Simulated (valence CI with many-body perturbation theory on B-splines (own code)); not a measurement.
Forbidden lines of Ge⁸⁺

Level of theory: relativistic CI+MBPT: six valence electrons over a frozen Dirac-Fock core [Ar], a basis of 7 s, 7 p, 8 d, 6 f, 4 g, 1 h functions for each j, with the one-electron correlation potential Σ1 (screened to all orders), the two-electron term Σ2, the three-electron term Σ3, Breit, model QED; selected single and double excitations, second order for the rest, scaled by the run's own slope (own B-spline code, finite nucleus).

No measured spectrum was set against this ion. As an estimate, terms of the open shell hold to 2 to 4 % of their energy, and close levels can change places; different configurations can be misplaced against each other by 1,000 to 8,000 cm⁻¹. Among the levels kept, up to 370 cm⁻¹ of a level comes from second order outside the variational space, and about a tenth of that is noise between levels of different J, which matters for small intervals. Only levels of the ground parity were solved; by the run's estimate the other parity begins above the list, which can be wrong where configurations are misplaced.

Lines 51 to 100 of 120 in falling wavelength, among levels below 102570 cm⁻¹, chosen from the decays that carry over 1 % of a level's rate. Wavelengths and rates use the calculated energies, so an error of 2000 cm⁻¹ moves a line at 301.9 nm by 6 % and its rate by three times that or more. Electric multipoles are in the length gauge, E1 and E2 with the static RPA response of the core. S is in atomic units (e²a₀⁴ for E2 and M2, e²a₀⁶ for E3), for M1 in squared Bohr magnetons. Weak lines are less certain than strong ones. Lines between different terms over intervals too small for the method are left out, as are lines whose strength nearly cancels. The highest levels of a list are the least certain.

Names give the largest LS component (configuration and term), which can be under half, so a name can repeat, a term be missing and a line seem to break the LS rules; names also repeat where a configuration has a term twice. Letters in brackets count levels of one name in rising energy.

| λ vac (nm) | Upper | Lower | Type | A (s⁻¹) | S (a.u.) |
| --- | --- | --- | --- | --- | --- |
| 301.9 | 3d6 3P_2 | 3d6 5D_1 | M1 | 3.27e+00 | 1.67e-02 |
| 298.9 | 3d6 1F_3 | 3d6 3G_4 | M1 | 4.00e+00 | 2.77e-02 |
| 291.3 | 3d6 1D_2 | 3d6 3P_2 | M1 | 3.79e+00 | 1.74e-02 |
| 283.1 | 3d6 3P_0 [b] | 3d6 3D_1 | M1 | 3.60e+00 | 3.03e-03 |
| 280.5 | 3d6 3P_2 | 3d6 5D_3 | M1 | 2.47e+01 | 1.01e-01 |
| 279.2 | 3d6 3P_0 [b] | 3d6 3D_2 | E2 | 6.93e-01 | 1.05e-01 |
| 270.6 | 3d6 3P_1 [b] | 3d6 3D_3 | E2 | 4.86e-01 | 1.89e-01 |
| 269.8 | 3d6 3H_4 | 3d6 5D_3 | M1 | 8.93e-01 | 5.85e-03 |
| 267.7 | 3d6 3P_1 [b] | 3d6 3D_1 | M1 | 3.76e+00 | 8.02e-03 |
| 263.4 | 3d6 3F_4 [b] | 3d6 1G_4 | M1 | 5.09e-01 | 3.10e-03 |
| 259.4 | 3d6 3H_6 | 3d6 5D_4 | E2 | 5.26e-05 | 7.17e-05 |
| 256.5 | 3d6 3F_4 [b] | 3d6 3D_3 | M1 | 4.72e+00 | 2.66e-02 |
| 252.9 | 3d6 3F_3 [a] | 3d6 5D_2 | M1 | 3.57e+00 | 1.50e-02 |
| 252.9 | 3d6 3F_2 [a] | 3d6 5D_1 | M1 | 2.15e+00 | 6.43e-03 |
| 252.8 | 3d6 3H_4 | 3d6 5D_4 | M1 | 5.94e+00 | 3.20e-02 |
| 252.7 | 3d6 3H_5 | 3d6 5D_4 | M1 | 1.33e-02 | 8.78e-05 |
| 252.3 | 3d6 3P_1 [a] | 3d6 5D_0 | M1 | 6.41e+00 | 1.15e-02 |
| 250.6 | 3d6 3F_2 [b] | 3d6 3D_2 | M1 | 9.86e+00 | 2.88e-02 |
| 247.9 | 3d6 3F_4 [a] | 3d6 5D_3 | M1 | 2.83e+00 | 1.44e-02 |
| 246.8 | 3d6 3F_2 [a] | 3d6 5D_2 | M1 | 4.84e+00 | 1.35e-02 |
| 245.5 | 3d6 1F_3 | 3d6 3F_3 [a] | M1 | 2.38e-01 | 9.14e-04 |
| 243.4 | 3d6 3F_3 [a] | 3d6 5D_3 | M1 | 1.14e+01 | 4.28e-02 |
| 243.3 | 3d6 3P_1 [a] | 3d6 5D_2 | M1 | 2.70e+01 | 4.33e-02 |
| 241.1 | 3d6 1F_3 | 3d6 3F_4 [a] | M1 | 3.04e-01 | 1.11e-03 |
| 238.0 | 3d6 3P_0 [a] | 3d6 5D_1 | M1 | 3.69e+01 | 1.84e-02 |
| 237.7 | 3d6 3F_2 [a] | 3d6 5D_3 | M1 | 1.50e+00 | 3.73e-03 |
| 233.4 | 3d6 3F_4 [a] | 3d6 5D_4 | M1 | 1.71e+01 | 7.24e-02 |
| 229.4 | 3d6 3F_3 [a] | 3d6 5D_4 | M1 | 2.49e+00 | 7.80e-03 |
| 223.4 | 3d6 1F_3 | 3d6 3H_4 | M1 | 1.35e+00 | 3.90e-03 |
| 216.6 | 3d6 1F_3 | 3d6 3P_2 | M1 | 1.48e-01 | 3.91e-04 |
| 210.2 | 3d6 3G_3 | 3d6 5D_2 | M1 | 3.90e-01 | 9.41e-04 |
| 206.8 | 3d6 3G_4 | 3d6 5D_3 | M1 | 4.73e-01 | 1.40e-03 |
| 205.7 | 3d6 3G_5 | 3d6 5D_4 | M1 | 9.04e-02 | 3.21e-04 |
| 203.6 | 3d6 3G_3 | 3d6 5D_3 | M1 | 1.06e+00 | 2.31e-03 |
| 200.1 | 3d6 3F_4 [b] | 3d6 3G_4 | M1 | 3.40e+00 | 9.08e-03 |
| 196.6 | 3d6 3G_4 | 3d6 5D_4 | M1 | 1.85e+00 | 4.70e-03 |
| 193.7 | 3d6 3G_3 | 3d6 5D_4 | M1 | 1.64e-01 | 3.10e-04 |
| 193.7 | 3d6 3P_0 [b] | 3d6 3P_1 [a] | M1 | 5.62e+00 | 1.51e-03 |
| 191.4 | 3d6 3F_4 [b] | 3d6 3G_5 | M1 | 8.15e+00 | 1.91e-02 |
| 191.4 | 3d6 3F_4 [b] | 3d6 3G_5 | E2 | 2.12e+00 | 4.39e-01 |
| 186.4 | 3d6 3P_1 [b] | 3d6 3P_1 [a] | E2 | 7.04e-01 | 4.24e-02 |
| 178.8 | 3d6 3D_2 | 3d6 5D_1 | M1 | 3.36e+00 | 3.55e-03 |
| 178.7 | 3d6 3D_1 | 3d6 5D_0 | M1 | 5.32e+00 | 3.38e-03 |
| 177.2 | 3d6 3D_1 | 3d6 5D_1 | M1 | 7.84e+00 | 4.85e-03 |
| 175.7 | 3d6 3D_2 | 3d6 5D_2 | M1 | 5.59e+00 | 5.62e-03 |
| 174.7 | 3d6 3F_4 [b] | 3d6 3F_3 [a] | M1 | 2.55e+00 | 4.53e-03 |
| 174.2 | 3d6 3D_1 | 3d6 5D_2 | M1 | 6.92e-01 | 4.06e-04 |
| 173.0 | 3d6 3D_3 | 3d6 5D_2 | M1 | 1.79e+00 | 2.40e-03 |
| 172.4 | 3d6 3F_4 [b] | 3d6 3F_4 [a] | E2 | 1.68e+00 | 2.06e-01 |
| 172.4 | 3d6 3F_4 [b] | 3d6 3F_4 [a] | M1 | 1.58e+00 | 2.70e-03 |
